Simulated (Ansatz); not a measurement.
BMe2(iBu) (C₆H₁₅B). Total charge 0; singlet. Geometry PBE-D4/def2-SVP, basis def2-TZVP, Ansatz.

| atom | x (Å) | y (Å) | z (Å) |
| --- | --- | --- | --- |
| B1 | -0.898 | 0.644 | -0.563 |
| C2 | -0.542 | 1.344 | -1.932 |
| C3 | -2.144 | -0.323 | -0.502 |
| C4 | -0.018 | 0.954 | 0.725 |
| C5 | 1.027 | -0.145 | 1.088 |
| C6 | 2.020 | -0.394 | -0.056 |
| C7 | 0.382 | -1.459 | 1.547 |
| H8 | 0.542 | 1.526 | -2.078 |
| H9 | -1.002 | 2.360 | -1.866 |
| H10 | -0.970 | 0.868 | -2.838 |
| H11 | -2.501 | -0.590 | 0.512 |
| H12 | -1.844 | -1.271 | -1.009 |
| H13 | -2.998 | 0.056 | -1.104 |
| H14 | -0.685 | 1.088 | 1.607 |
| H15 | 0.535 | 1.910 | 0.590 |
| H16 | 1.612 | 0.247 | 1.951 |
| H17 | 1.517 | -0.841 | -0.941 |
| H18 | 2.822 | -1.095 | 0.255 |
| H19 | 2.504 | 0.546 | -0.390 |
| H20 | -0.167 | -1.960 | 0.722 |
| H21 | -0.340 | -1.293 | 2.373 |
| H22 | 1.152 | -2.171 | 1.910 |

```
run  HOMO (eV)  LUMO (eV)
  A      -6.84      -0.99
  B      -6.58      -1.37
  C      -9.33       0.77
  D     -10.32       1.84
  E     -11.18       3.15
  F      -7.90      -0.36
```

Q: The runs used CAM-B3LYP, HF, PBE, PBE0, r2SCAN, ωB97X-V. Estimate which is which.

A: A r2SCAN (0 % exact exchange); B PBE (0 % exact exchange); C CAM-B3LYP (range-separated); D ωB97X-V (range-separated); E HF (100 % exact exchange); F PBE0 (25 % exact exchange). Exact exchange lowers occupied and raises empty levels; among semilocal functionals meta-GGAs tend to open the gap a little, and such runs are hard to tell apart. The gap grows from 5.21 eV (PBE) to 14.33 eV (HF).
